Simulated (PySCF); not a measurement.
## `CCOC[n+]1cc[nH]c1`, [C6H11N2O]+, charge +1

Molfile (atoms numbered from 1):
```
C6H11N2O
     RDKit          3D

 20 20  0  0  0  0  0  0  0  0999 V2000
    3.0862   -0.0263   -0.2747 C   0  0  0  0  0  0  0  0  0  0  0  0
    1.8370   -0.1452    0.5846 C   0  0  0  0  0  0  0  0  0  0  0  0
    0.9236   -1.1471    0.1086 O   0  0  0  0  0  0  0  0  0  0  0  0
    0.1946   -0.8319   -1.0046 C   0  0  0  0  0  0  0  0  0  0  0  0
   -1.0700   -0.1653   -0.6222 N   0  0  0  0  0  0  0  0  0  0  0  0
   -1.8108    0.6878   -1.3857 C   0  0  0  0  0  0  0  0  0  0  0  0
   -2.9075    1.0346   -0.6565 C   0  0  0  0  0  0  0  0  0  0  0  0
   -2.8074    0.3845    0.5355 N   0  0  0  0  0  0  0  0  0  0  0  0
   -1.6913   -0.3387    0.5373 C   0  0  0  0  0  0  0  0  0  0  0  0
    2.8669    0.3698   -1.2635 H   0  0  0  0  0  0  0  0  0  0  0  0
    3.5531   -1.0008   -0.3847 H   0  0  0  0  0  0  0  0  0  0  0  0
    3.7892    0.6438    0.2099 H   0  0  0  0  0  0  0  0  0  0  0  0
    1.3226    0.8207    0.6667 H   0  0  0  0  0  0  0  0  0  0  0  0
    2.1040   -0.4900    1.5844 H   0  0  0  0  0  0  0  0  0  0  0  0
   -0.0662   -1.7680   -1.5151 H   0  0  0  0  0  0  0  0  0  0  0  0
    0.7128   -0.1653   -1.7053 H   0  0  0  0  0  0  0  0  0  0  0  0
   -1.5177    0.9838   -2.3723 H   0  0  0  0  0  0  0  0  0  0  0  0
   -3.7228    1.6848   -0.9012 H   0  0  0  0  0  0  0  0  0  0  0  0
   -3.4738    0.4418    1.2946 H   0  0  0  0  0  0  0  0  0  0  0  0
   -1.3280   -0.9625    1.3321 H   0  0  0  0  0  0  0  0  0  0  0  0
  1  2  1  0
  2  3  1  0
  3  4  1  0
  4  5  1  0
  5  6  1  0
  6  7  2  0
  7  8  1  0
  8  9  1  0
  9  5  2  0
  1 10  1  0
  1 11  1  0
  1 12  1  0
  2 13  1  0
  2 14  1  0
  4 15  1  0
  4 16  1  0
  6 17  1  0
  7 18  1  0
  8 19  1  0
  9 20  1  0
M  CHG  1   5   1
M  END
```

Level of theory: GIAO KT3/pcSseg-1 magnetisability, rotational g tensor and spin-rotation constants, non-relativistic, gas phase in PySCF. Geometry: GFN2-xTB.

For an ion the centre-of-mass motion in the field is neglected.

Question: Give the nuclear spin-rotation constants along the inertial axes (H = +C I·J) beside the isotropic shieldings.

Answer: Rotational constants 4.4021, 0.8685, 0.8209 GHz. A star marks the isotopologue with that one atom substituted, in its own axes.
| atom | isotope | Caa (kHz) | Cbb (kHz) | Ccc (kHz) | mean (kHz) | σ (ppm) |
| --- | --- | --- | --- | --- | --- | --- |
| N5 | 14N | 0.665 | 0.117 | 0.065 | 0.282 | 46.3 |
| N8 | 14N | 0.511 | 0.119 | 0.048 | 0.226 | 85.2 |
| H10 | 1H | -0.442 | 0.002 | -0.104 | -0.181 | 30.1 |
| H11 | 1H | -0.264 | -0.109 | -0.032 | -0.135 | 30.1 |
| H12 | 1H | -0.319 | -0.106 | -0.029 | -0.151 | 30.3 |
| H13 | 1H | -0.211 | -0.102 | -0.023 | -0.112 | 28.1 |
| H14 | 1H | -0.378 | 0.024 | -0.099 | -0.151 | 27.3 |
| H15 | 1H | -0.469 | -0.097 | 0.044 | -0.174 | 25.6 |
| H16 | 1H | -0.381 | -0.001 | -0.068 | -0.150 | 25.9 |
| H17 | 1H | -0.495 | 0.073 | -0.104 | -0.175 | 24.4 |
| H18 | 1H | 0.169 | -0.083 | -0.078 | 0.003 | 24.2 |
| H19 | 1H | -0.155 | 0.000 | -0.094 | -0.083 | 22.1 |
| H20 | 1H | -0.320 | 0.029 | -0.088 | -0.126 | 23.4 |
| C1 | 13C* | 0.613 | 0.128 | 0.102 | 0.281 | 170.0 |
| C2 | 13C* | 1.052 | 0.210 | 0.148 | 0.470 | 114.2 |
| O3 | 17O* | -0.450 | -0.105 | -0.110 | -0.222 | 249.7 |
| C4 | 13C* | 0.983 | 0.199 | 0.208 | 0.463 | 103.5 |
| C6 | 13C* | 1.292 | 0.344 | 0.147 | 0.594 | 68.0 |
| C7 | 13C* | 1.440 | 0.316 | 0.147 | 0.634 | 67.3 |
| C9 | 13C* | 1.512 | 0.323 | 0.157 | 0.664 | 59.5 |

For the geometry as given, no vibrational averaging.
